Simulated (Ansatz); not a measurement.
Gas-phase electronic energies from Ansatz, PBE0-D4/def2-TZVP geometries. CCSD(T)/CBS adds triple-zeta CCSD(T) − MP2 to the extrapolated MP2 energy (def2 sets, frozen cores). DFT in def2-TZVPP. For Zn outer-core shells are correlated without core-valence functions, which leaves a few kJ/mol of doubt a bond. Scalar relativity is left out up to krypton. One conformer a species, not always the lowest.

Reaction (formal exchange of groups at a Zn–B bond): `F[B]([ZnH])CCl` + `CCSC` → `CS[CH2][ZnH]` + `CB(F)CCl`

```csv
level,ΔE (eV)
r2SCAN-D4,-0.68
ωB97X-V,-0.60
CCSD/def2-TZVPP,-0.63
MP2/def2-QZVPP,-0.70
```

Q: What does CCSD(T)/CBS give? (Estimate.)

A: Computed: -0.64 eV. The listed levels differ from it by -0.04, 0.04, 0.01, -0.06 eV.

Largest T1 diagnostic among the species: 0.014.
